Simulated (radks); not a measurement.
Results of a calculation; reference values are marked as such.
Problem. These are the eigenvalues of the occupied orbitals of an atom or ion with whole-number occupations (eV). Code: a radial shooting solver on a logarithmic mesh with Libxc functionals. Model: Dirac Kohn-Sham, Wu-Cohen GGA, spin-unpolarised, spherical densities, finite nucleus; Fermi nuclear charge, rms radius of each element as measured or else 0.836 A^(1/3) + 0.57 fm.

1s1/2: -1680.633
2s1/2: -171.5893
2p1/2: -136.3528
2p3/2: -135.7410
3d3/2: -20.9963

Which element is it, and in what charge state? The configuration may be excited. Open shells, if any, fill j = l - 1/2 first.

Solution. Z = 13, aluminium, charge +3: Al3+ in 1s1 2s2 2p6 3d1. The list shows which subshells hold electrons but not how many an open one holds; the 1s level, -61.762 hartree, gives Z - s = 11.1 by -(Z - s)^2/2, which with screening and relativity narrows Z to a few neighbours, and the depths of the outer levels then fix element, charge and occupations together.
